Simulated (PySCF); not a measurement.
Species: C5H9BOS.
Cartesian coordinates in Å at the GFN2-xTB level; atoms count from 1:
```xyz
17
C5H9BOS angstrom
C     -2.206    2.315    0.474
C     -1.322    1.568    0.146
B     -0.255    0.572   -0.282
O      1.013    0.979   -0.319
C      2.123    0.181   -0.669
C      2.611   -0.638    0.519
S     -0.734   -1.129   -0.754
C     -2.548   -1.161   -0.572
H     -2.963    2.985    0.763
H      2.903    0.873   -1.003
H      1.855   -0.489   -1.496
H      1.842   -1.344    0.823
H      3.507   -1.187    0.243
H      2.838    0.018    1.356
H     -2.792   -1.837    0.242
H     -2.912   -0.162   -0.360
H     -2.968   -1.535   -1.501
```

A PySCF run (density fitting, gas phase, GFN2-xTB geometry) gave HOMO -8.91 eV, LUMO 0.94 eV, dipole 0.64 D and E = -693.804 Eh.

Question: Which of these levels was it?
A. BHandHLYP/STO-3G
B. wB97X-D/def2-SVPD
C. PBE0/def2-SVPD
D. wB97X/pcSseg-1
E. PBE0/pcSseg-1

Answer: B. It is wB97X-D/def2-SVPD. All candidates on this geometry:

```csv
level and settings,kind,basis functions,SCF cycles,E (Eh),HOMO (eV),LUMO (eV),dipole (D)
PBE0/def2-SVPD,global hybrid,242,15,-693.4127,-7.10,-0.85,0.67
PBE0/pcSseg-1,global hybrid,188,14,-693.6816,-7.11,-0.78,0.68
"BHandHLYP/STO-3G, fitting basis def2-universal-jkfit",global hybrid,53,10,-685.9771,-5.05,3.92,0.93
wB97X-D/def2-SVPD,range-separated hybrid,242,14,-693.8039,-8.91,0.94,0.64
"wB97X/pcSseg-1, fitting basis def2-qzvpp-jkfit",range-separated hybrid,188,11,-694.1005,-9.43,1.37,0.63
```

The nearest other candidate, by the summed differences of HOMO and LUMO, is wB97X/pcSseg-1: its HOMO differs by -0.52 eV and its LUMO by +0.43 eV. wB97X-D ran without the empirical dispersion term, which would shift the total energy alone. Cycle counts include a coarse-grid stage where the run had one.
